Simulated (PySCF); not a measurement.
**Polarisability and C₆ of Ar⁺ (argon, charge +1)**

[Ne] 3s2 3p5, 2P determinant. All numbers are calculated (PySCF 2.14, scalar relativity by spin-free X2C-1e, in aug-cc-pVDZ-DK (5s4p2d, 27 functions)). Coupled (time-dependent) response in atomic units; α is the mean over directions. A double-zeta set is small for polarisabilities.

```json
{"method": "UHF", "mean α (bohr³)": "6.559", "α xx, yy, zz": "6.438, 6.620, 6.620", "C₆ (like pair)": "30.20", "S(−4)": "8.099"}
{"method": "PBE", "mean α (bohr³)": "6.747", "α xx, yy, zz": "6.548, 6.847, 6.847", "C₆ (like pair)": "31.14", "S(−4)": "9.004"}
{"method": "PBE0", "mean α (bohr³)": "6.665", "α xx, yy, zz": "6.495, 6.751, 6.751", "C₆ (like pair)": "30.70", "S(−4)": "8.616"}
{"method": "r2SCANh", "mean α (bohr³)": "6.677", "α xx, yy, zz": "6.530, 6.750, 6.750", "C₆ (like pair)": "31.54", "S(−4)": "8.210"}
{"method": "B3LYP", "mean α (bohr³)": "6.678", "α xx, yy, zz": "6.497, 6.768, 6.768", "C₆ (like pair)": "30.70", "S(−4)": "8.758"}
```

S(−4) is the Cauchy moment in α(ω) = α(0) + S(−4) ω² + …

α(iu) at r2SCANh:

| u (hartree) | α(iu) (bohr³) |
| --- | --- |
| 0 | 6.677 |
| 0.0500 | 6.656 |
| 0.100 | 6.596 |
| 0.200 | 6.367 |
| 0.300 | 6.023 |
| 0.500 | 5.158 |
| 0.750 | 4.060 |
| 1.00 | 3.148 |
| 1.50 | 1.936 |
| 2.00 | 1.267 |
| 3.00 | 0.6437 |
| 5.00 | 0.2541 |

A single London oscillator, α(iu) = α/(1 + u²/ω²), gives C₆ = (3/4) ω α². Matching the computed C₆ needs ω = 4 × 31.54 / (3 × 6.677²) = 0.943 hartree.

For an ion, C₆ is the dispersion term alone; charge-induced terms of lower order in 1/R come first.

The components differ because the open shell of this determinant is not spherical; for a pure term their mean is the scalar polarisability.
